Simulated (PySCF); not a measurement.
**C$_{5}$H$_{11}$NO: calculation and literature**

Geometry:
```tsv
atom	x (Å)	y (Å)	z (Å)
C1	-0.059	0.278	1.504
C2	-0.263	0.024	0.007
C3	-1.687	-0.479	-0.233
C4	-0.037	1.313	-0.791
C5	0.715	-1.058	-0.471
N6	2.026	-0.755	-0.320
O7	0.366	-2.113	-0.951
H8	0.921	0.701	1.715
H9	-0.811	0.978	1.862
H10	-0.160	-0.649	2.063
H11	-2.412	0.262	0.093
H12	-1.855	-1.403	0.312
H13	-1.840	-0.684	-1.290
H14	0.945	1.742	-0.600
H15	-0.126	1.119	-1.858
H16	-0.787	2.051	-0.514
H17	2.710	-1.431	-0.616
H18	2.344	0.110	0.076
```

What is known from experiment: δ ¹³C C2 38.6; C1/C3/C4 27.6; δ ¹H H8/H9/H10/H11/H12/H13/H14/H15/H16 1.22 ppm (measured; solution, not stated per compound (mostly CDCl3 or CCl4); Pretsch, Buehlmann, Badertscher, Structure Determination of Organic Compounds, 4th ed. (2009)).

- shieldings: GIAO PBE0/pcSseg-1
- geometry from GFN2-xTB
- code: PySCF 2.14.0 with density-fitted response routines
- no solvent model, averaged over atoms made equivalent by symmetry, fast rotation or ring inversion, relativity neglected, one computed conformer

(1) Set the calculated values beside the experiment.

(2) How far are the unscaled ¹³C shifts from the references?

## Answers

(1) 
Reference values: measured (solution, not stated per compound (mostly CDCl3 or CCl4); Pretsch, Buehlmann, Badertscher, Structure Determination of Organic Compounds, 4th ed. (2009)).
| atoms | quantity | reference | computed | computed, scaled |
| --- | --- | --- | --- | --- |
| C2 | δ ¹³C | 38.6 | 39.5 | 36.3 |
| C1/C3/C4 | δ ¹³C | 27.6 | 30.0 | 27.1 |
| H8/H9/H10/H11/H12/H13/H14/H15/H16 | δ ¹H | 1.22 | 1.14 | 1.17 |

Computed shifts are σ(ref) − σ with the named reference compound (TMS for H and C) calculated as an isolated molecule at the same level. The measured values may be among those fitted. Expected solution values come from regression of measured δ (H and C: mostly CDCl3, vs TMS) on computed σ: ¹³C: δ = 179.97 − 0.974σ (rms 2.1 ppm, 958 shifts, 2.3 ppm with the 13 outliers that the fit left out); ¹H: δ = 30.01 − 0.943σ (rms 0.17 ppm, 504 shifts, 0.18 ppm with the 4 outliers that the fit left out). Occasional misses reach two or three times the rms, and more in compound classes unlike the fitted ones. H not on carbon is unscaled (vs computed TMS).

(2) Mean signed difference +1.65 ppm, mean absolute 1.65 ppm over 2 comparisons; the largest is +2.4 ppm at C1/C3/C4 (methyl carbon).
